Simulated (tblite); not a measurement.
A tight-binding relaxation on `F[C@@H]1[AlH2-][S@@+]2CC[C@@H]1C2`.

Computed with GFN2-xTB geometry optimisation, gas phase (tblite 0.8.0). Start geometry: from a force field or distance geometry. A driver script takes a list of jobs; this job's settings line and coordinates (Å) are shown.

Command:
```bash
OMP_NUM_THREADS=1 python probes_run.py task.json out
```

Input:
```
{"job": {"kind": "relax", "xc": "GFN2-xTB", "basis": "xTB"}, "charge": 0, "multiplicity": 1}
F      1.291300     1.846500    -1.335800
C      0.952900     1.317700    -0.128300
Al     1.903300    -0.464800    -0.002500
S      0.036400    -1.501600    -0.792000
C     -0.957300    -1.410800     0.717600
C     -0.955800     0.061700     0.976400
C     -0.489500     0.845800    -0.188800
C     -0.636100     0.028100    -1.444500
H      1.175400     1.952500     0.739300
H      3.096800    -0.593200    -0.995500
H      2.198700    -0.888100     1.485500
H     -1.952500    -1.859900     0.579800
H     -0.370000    -1.981900     1.477900
H     -0.415000     0.291400     1.934600
H     -2.019200     0.355200     1.180900
H     -1.122400     1.768000    -0.232100
H     -1.701100    -0.155400    -1.694600
H     -0.044800     0.395000    -2.289400
```

Output:
```
step      E/eV     max force
  0    -675.67783    3.467
  1    -676.19474    1.847
  2    -676.38724    1.022
  3    -676.50501    0.672
  4    -676.54865    0.576
  5    -676.57945    0.458
  6    -676.60165    0.394
  7    -676.62276    0.355
  8    -676.63663    0.299
  9    -676.64655    0.292
... (82 lines left out)
 92    -676.92833    0.018
 93    -676.92839    0.017
 94    -676.92843    0.017
 95    -676.92846    0.014
 96    -676.92850    0.012
 97    -676.92853    0.015
 98    -676.92856    0.011
 99    -676.92858    0.012
100    -676.92860    0.011
101    -676.92862    0.009
```

«max force» is the largest atomic force in eV/Å.

Task: From which step on does the largest force stay under 0.1 eV/Å, and how much energy is left to gain from there?

Result: From step 71 (0.094 eV/Å), 10.3 meV above the end.

Summary of the converged run: energy lowered by 28.8 kcal/mol over 101 steps; largest atomic force 0.009 eV/Å at the end.

Hardware: one thread, Arm Neoverse N1 (aarch64), on a shared host. Cost: 1.4 s.
Labels such as C1 count atoms from 1, the log's own numbers from 0.
